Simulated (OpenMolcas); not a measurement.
P+: effect of correlating more closed shells

```
Program             : OpenMolcas 26.06
Basis               : ANO-R1 [4s3p1d]
Scalar Hamiltonian  : X2C, finite nucleus
Active space        : 2 electrons in 3 orbitals (3p)
State averaging     : 2S+1 = 3 even, 3 roots; 2S+1 = 1 even, 6 roots
Spin-orbit coupling : state interaction with AMFI integrals over the reference wave functions, term energies averaged over their components
```

Methods on the same reference wave functions:
A. CASSCF
B. SS-CASPT2, IPEA 0.25 Eh, imaginary shift 0.1 Eh (closed shells correlated: 3s)
C. SS-CASPT2, IPEA 0.25 Eh, imaginary shift 0.1 Eh (closed shells correlated: 2s 2p 3s)

Energies in eV above 3s² 3p² ³P₀, the measured ground level; measured values from NIST Handbook of Basic Atomic Spectroscopic Data.

```
      Level       A       B       C  Measured
3s² 3p² ³P₀  0.0000  0.0000  0.0000    0.0000
3s² 3p² ³P₁  0.0190  0.0191  0.0191    0.0204
3s² 3p² ³P₂  0.0549  0.0550  0.0550    0.0582
3s² 3p² ¹D₂  1.4279   1.259   1.254    1.1013
3s² 3p² ¹S₀  3.4981   2.919   2.908    2.6750
```

Deviations, from unrounded energies. A percentage is the sum of absolute deviations over the sum of measured energies, with the sign that they share, or ± where signs differ.

| Against measurement | Levels | A | B | C |
| --- | --- | --- | --- | --- |
| mean absolute deviation (cm-1) | 4 | 2300 | 820 | 790 |
| fine structure of the ground term (%) | 2 | -6.0 | -5.7 | -5.7 |
| other terms of the ground configuration (%) | 2 | +30.4 | +10.6 | +10.2 |

B, C lie about equally close to measurement and A furthest from it. The largest miss of C in the table is 3s² 3p² ¹S₀, by +1900 cm-1. The ranking rests on the paired levels alone, and a cruder setting can come out closer through cancelling errors.

Between B and C the level of the table that moves most is 3s² 3p² ¹S₀, by 86 cm-1 (lowest in C, highest in B). Moves below CASPT2's spread within the term are not significant.

The mean deviations of B to C differ by less than CASPT2's widest spread within a term (120 cm-1), so their order carries little weight.

From A to B the spin-free energies of the other terms of 3s² 3p² shown, above ³P, scale by factors of 0.83 to 0.88.

The lowest spin-free term lies below A's lowest term by 0.051 hartree in B, 0.061 hartree in C.

What an inner shell adds also hangs on whether the basis holds functions to correlate it.

CASPT2 breaks the degeneracy within a term, and the mean is taken; among the terms shown or strongly mixed into the levels shown the widest spread is 120 cm-1 (3s² 3p² ¹D, C). With the s shell closed, the reference lacks s² → p² mixing. Without dynamic correlation excited terms often stand tens of per cent too high (terms of higher spin than the ground term too low), and those without a measured partner can miss by more than the paired ones (holds for A). Measured partners are found by configuration, term and J. A level has none where our copy of the source lacks it or the pairing is in doubt (some pairs that miss far off the trend of their configuration count as doubtful), and it then counts in no deviation. Only configurations of the active space appear.
